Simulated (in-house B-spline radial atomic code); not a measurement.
Successive ionisation energies of gadolinium; each step leads to the configuration of the next row (after the last: [He] 2s2 2p2). NIST's values go from ground level to ground level; the uncertainty of those that are theory runs from under 0.1 % in few-electron ions to several per cent in heavy many-electron ones. Computed with an all-electron radial atomic-structure program (B-spline basis): non-relativistic Hartree-Fock, average of the configuration, point nuclei.

This level leaves out relativity, spin-orbit splitting included, which matters for heavy ions.

```json
{"ion": "Gd49+", "configuration": "[Ne] 3s2 3p3", "ionisation energy (eV)": "4248.2", "tabulated value (eV)": "4294", "tabulated kind": "tabulated theory", "computed minus tabulated (eV)": "-46", "highest orbital": "3p", "largest mean radius (bohr)": "0.23664"}
{"ion": "Gd50+", "configuration": "[Ne] 3s2 3p2", "ionisation energy (eV)": "4352.2", "tabulated value (eV)": "4578", "tabulated kind": "tabulated theory", "computed minus tabulated (eV)": "-226", "highest orbital": "3p", "largest mean radius (bohr)": "0.23563"}
{"ion": "Gd51+", "configuration": "[Ne] 3s2 3p1", "ionisation energy (eV)": "4457.0", "tabulated value (eV)": "4693", "tabulated kind": "tabulated theory", "computed minus tabulated (eV)": "-236", "highest orbital": "3p", "largest mean radius (bohr)": "0.23462"}
{"ion": "Gd52+", "configuration": "[Ne] 3s2", "ionisation energy (eV)": "4654.9", "tabulated value (eV)": "4914", "tabulated kind": "tabulated theory", "computed minus tabulated (eV)": "-259", "highest orbital": "3s", "largest mean radius (bohr)": "0.23362"}
{"ion": "Gd53+", "configuration": "[Ne] 3s1", "ionisation energy (eV)": "?", "tabulated value (eV)": "?", "tabulated kind": "tabulated theory", "computed minus tabulated (eV)": "?", "highest orbital": "?", "largest mean radius (bohr)": "?"}
{"ion": "Gd54+", "configuration": "[He] 2s2 2p6", "ionisation energy (eV)": "11200.8", "tabulated value (eV)": "11273", "tabulated kind": "tabulated theory", "computed minus tabulated (eV)": "-72", "highest orbital": "2p", "largest mean radius (bohr)": "0.098831"}
{"ion": "Gd55+", "configuration": "[He] 2s2 2p5", "ionisation energy (eV)": "?", "tabulated value (eV)": "?", "tabulated kind": "tabulated theory", "computed minus tabulated (eV)": "?", "highest orbital": "?", "largest mean radius (bohr)": "?"}
{"ion": "Gd56+", "configuration": "[He] 2s2 2p4", "ionisation energy (eV)": "11763.0", "tabulated value (eV)": "11861", "tabulated kind": "tabulated theory", "computed minus tabulated (eV)": "-98", "highest orbital": "2p", "largest mean radius (bohr)": "0.097882"}
{"ion": "Gd57+", "configuration": "[He] 2s2 2p3", "ionisation energy (eV)": "12048.3", "tabulated value (eV)": "12147", "tabulated kind": "tabulated theory", "computed minus tabulated (eV)": "-99", "highest orbital": "2p", "largest mean radius (bohr)": "0.097413"}
```

(1) Fill in the row of Gd53+.

(2) Fill in the row of Gd55+.

(3) Where is the largest jump?

Results:

(1) ionisation energy (eV): 4759.4; tabulated value (eV): 5025; computed minus tabulated (eV): -266; highest orbital: 3s; largest mean radius (bohr): 0.23251.

(2) ionisation energy (eV): 11480.5; tabulated value (eV): 11552; computed minus tabulated (eV): -72; highest orbital: 2p; largest mean radius (bohr): 0.098354.

(3) From Gd53+ to Gd54+, by a factor of 2.35 (4759.4 to 11201 eV); the highest orbital goes from 3s to 2p.
